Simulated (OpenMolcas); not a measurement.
# Rh3+: moving or changing the point charges

Rh3+ among 3 point charges of -1.5 e arranged as a planar triangle (D3h), 1.91 Å from the ion.

```json
{
  "Program": "OpenMolcas 26.06",
  "Method": "CASSCF",
  "Basis": "ANO-RCC-VDZP [6s5p3d1f]",
  "Scalar Hamiltonian": "DKH2, point nucleus",
  "Active space": "6 electrons in 5 orbitals (4d)",
  "State averaging": "2S+1 = 5 even, 5 roots; 2S+1 = 3 even, 45 roots; 2S+1 = 1 even, 50 roots",
  "Spin-orbit coupling": "state interaction with AMFI integrals over the reference wave functions"
}
```

Runs around this geometry, states (labels of D3, the rotations of D3h). Energies in cm-1 above the lowest state or level, χT in cm3 K/mol.

| R (Å) | q (e) | Ground state | First state of that spin | First gap with spin-orbit (degeneracies) | χT at 300 K | First state of another spin |
| --- | --- | --- | --- | --- | --- | --- |
| 1.91 | -0.98 | 5A1 | 5E 1023 | 93.8 (1, 2) | 4.990 | 3A1 19803 |
| 1.83 | -1.5 | 5A1 | 5E 2545 | 100.5 (1, 2) | 4.396 | 3E 17932 |
| 1.91 | -1.5 | 5A1 | 5E 2246 | 101.8 (1, 2) | 4.506 | 3E 18746 |
| 2.01 | -1.5 | 5A1 | 5E 1939 | 102.1 (1, 2) | 4.626 | 3A1 19462 |

Taking the first state of the same spin as R^-n, n = -ln(1939 / 2545) / ln(2.01 / 1.83) = 2.9 between the shortest and longest distance.

Scaling the charges by -0.98 / -1.5 = 0.65 scales the first state of the same spin by 1023 / 2246 = 0.46; with fixed orbitals a first-order splitting would follow the charge.

Without dynamic correlation the repulsion within the d shell is too large (B by tens of per cent), so at a given field states of lower spin stand too high. Point charges give a weaker field than real ligands, and real ions of this kind are as a rule low spin; the high spin found here belongs to the model. Spin-orbit coupling mixes the spin-free states strongly: the lowest level takes only 69 % from its leading state, 5A1 (holds for R = 1.91, q = -0.98). This is an electrostatic model: the charges have no orbitals. No measured value stands beside these numbers.
